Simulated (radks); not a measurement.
Effect of the nuclear size on neutral phosphorus, [Ne] 3s2 3p3. All-electron calculation, Dirac Kohn-Sham, PBE, spin-unpolarised, spherical densities, finite nucleus; open shells fill j = l - 1/2 first; Fermi nuclear charge, rms radius 3.1889 fm. Program: a radial shooting solver on a logarithmic mesh with Libxc functionals. The rms radius is varied about that value; shifts are against it.

rms radius (fm)  total energy shift (eV)  density at nucleus (e/bohr^3)  1s1/2 shift (meV)  2s1/2 shift (meV)
2.6149                          -0.00243                           2395              -1.01             -0.069
3.0358                         -0.000693                           2390             -0.290             -0.020
3.1889                                 0                           2388              0.000              0.000
3.4472                           0.00124                           2385              0.520              0.035
3.8139                           0.00318                           2382               1.33              0.090

Slopes of the eigenvalues against <r^2> in GHz/fm^2, as finite differences over the two radii next to the reference (eigenvalue slopes, not the field-shift constants of lines): 1s1/2 73.4, 2s1/2 4.97.
